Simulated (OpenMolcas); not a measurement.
**Sm V: from CASSCF to CASPT2**

- Program: OpenMolcas 26.06
- Basis: ANO-RCC-VDZP [7s6p4d2f1g]
- Scalar Hamiltonian: DKH2, point nucleus
- Active space: 4 electrons in 7 orbitals (4f)
- State averaging: 2S+1 = 5 even, 35 roots (21 in the spin-orbit step); 2S+1 = 3 even, 210 roots (15 in the spin-orbit step); 2S+1 = 1 even, 196 roots (0 in the spin-orbit step)
- Spin-orbit coupling: RASSI with atomic mean-field integrals over the reference wave functions, term energies averaged over their components

Methods on the same reference wave functions:
A. CASSCF
B. SS-CASPT2, IPEA 0.25 Eh, imaginary shift 0.1 Eh (closed shells correlated: 5s 5p)

Energies in cm-1 above 4f4 5I4.

| Level | A | B |
| --- | --- | --- |
| 4f4 5I4 | 0.0 | 0.0 |
| 4f4 5I5 | 1719 | 1719 |
| 4f4 5I6 | 3698 | 3690 |
| 4f4 5I7 | 5891 | 5870 |
| 4f4 5I8 | 8256 | 8210 |
| 4f4 5F1 | 18787 | 17060 |
| 4f4 5F2 | 19474 | 17750 |
| 4f4 5F3 | 20506 | 18780 |

The lowest spin-free term lies below A's lowest term by 0.238 hartree in B.

CASPT2 does not keep the components of a term degenerate, so their means are used; among the terms shown or strongly mixed into the levels shown the widest spread is 260 cm-1 (4f4 5I, B). High states are left out of the spin-orbit mixing, which shifts the levels that they would mix with. The basis is small and was not contracted for so high a charge. Without dynamic correlation excited terms often stand tens of per cent too high (terms of higher spin than the ground term too low), and those without a measured partner can miss by more than the paired ones (holds for A). Levels of configurations outside the active space are missing. Levels that lie high or do not pair safely by name in every column are left out.
